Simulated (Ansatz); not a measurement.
Relaxation of CH₆BNOSe (11 atoms, charge 0, multiplicity 1), to a largest force component of 0.02 eV/Å in at most 50 steps.

Theory: RHF/def2-SVP in Ansatz.

```xyz
11
Properties=species:S:1:pos:R:3:forces:R:3
N -1.317 0.477 0.762 -3.35 2.83 -2.39
C -0.038 0.015 1.079 2.99 -0.01 1.39
B 0.763 -0.370 -0.245 6.74 0.90 1.87
O 2.111 0.342 -0.550 -4.66 -0.22 -0.66
Se 0.161 -1.862 -1.453 -0.20 2.19 0.63
H -1.901 -0.206 0.244 0.91 0.86 0.84
H -1.247 1.347 0.114 -0.44 -2.40 1.93
H -0.089 -0.862 1.721 -0.19 -0.07 0.32
H 0.525 0.815 1.686 -0.79 -1.26 -1.01
H 1.759 1.092 -1.093 1.50 -1.44 1.08
H -0.126 -0.028 -0.925 -2.51 -1.38 -4.00
```

Question: Where does it end, and by what steps?

Answer: It converged. The force dipped under the threshold on the way, but the program's further checks kept it going. After 20 steps the energy has fallen by 4.708 eV; H10 moved furthest, 1.59 Å. Parted: B3–H11 (1.17 → 2.61 Å).

```json
{"step": "0", "energy less start (eV)": "0.0000", "largest force component (eV/Å)": "6.739", "accepted": "yes"}
{"step": "1", "energy less start (eV)": "-1.7961", "largest force component (eV/Å)": "4.111", "accepted": "yes"}
{"step": "2", "energy less start (eV)": "-2.5303", "largest force component (eV/Å)": "2.046", "accepted": "yes"}
{"step": "3", "energy less start (eV)": "-2.9876", "largest force component (eV/Å)": "1.067", "accepted": "yes"}
{"step": "4", "energy less start (eV)": "-3.2786", "largest force component (eV/Å)": "0.782", "accepted": "yes"}
{"step": "5", "energy less start (eV)": "-3.5403", "largest force component (eV/Å)": "0.677", "accepted": "yes"}
{"step": "6", "energy less start (eV)": "-3.8620", "largest force component (eV/Å)": "1.249", "accepted": "yes"}
{"step": "7", "energy less start (eV)": "-4.1293", "largest force component (eV/Å)": "0.977", "accepted": "yes"}
{"step": "8", "energy less start (eV)": "-4.2823", "largest force component (eV/Å)": "0.775", "accepted": "yes"}
{"step": "9", "energy less start (eV)": "-4.3010", "largest force component (eV/Å)": "2.248", "accepted": "yes"}
{"step": "10", "energy less start (eV)": "-4.4663", "largest force component (eV/Å)": "0.970", "accepted": "yes"}
{"step": "11", "energy less start (eV)": "-4.5295", "largest force component (eV/Å)": "1.035", "accepted": "yes"}
{"step": "12", "energy less start (eV)": "-4.5610", "largest force component (eV/Å)": "1.406", "accepted": "yes"}
{"step": "13", "energy less start (eV)": "-4.6527", "largest force component (eV/Å)": "0.520", "accepted": "yes"}
{"step": "14", "energy less start (eV)": "-4.6386", "largest force component (eV/Å)": "1.295", "accepted": "no"}
{"step": "15", "energy less start (eV)": "-4.6871", "largest force component (eV/Å)": "0.237", "accepted": "yes"}
{"step": "16", "energy less start (eV)": "-4.7018", "largest force component (eV/Å)": "0.105", "accepted": "yes"}
{"step": "17", "energy less start (eV)": "-4.7064", "largest force component (eV/Å)": "0.019", "accepted": "yes"}
{"step": "18", "energy less start (eV)": "-4.7072", "largest force component (eV/Å)": "0.033", "accepted": "yes"}
{"step": "19", "energy less start (eV)": "-4.7074", "largest force component (eV/Å)": "0.047", "accepted": "yes"}
{"step": "20", "energy less start (eV)": "-4.7078", "largest force component (eV/Å)": "0.019", "accepted": "yes"}
```

```xyz
11
Properties=species:S:1:pos:R:3
N -1.461 0.249 0.945
C -0.011 0.294 1.031
B 0.915 0.009 -0.230
O 2.244 0.115 -0.038
Se 0.266 -0.484 -2.042
H -1.796 -0.662 0.690
H -1.819 0.905 0.275
H 0.316 -0.403 1.812
H 0.289 1.276 1.415
H 2.812 -0.053 -0.773
H -1.154 -0.485 -1.744
```

Whether the end is a true minimum wasn't checked by a vibrational analysis.

Time of the run: 39 s on 2 threads of Intel(R) Xeon(R) Platinum 8488C (Sapphire Rapids) (shared host), peak memory 0.3 GiB.
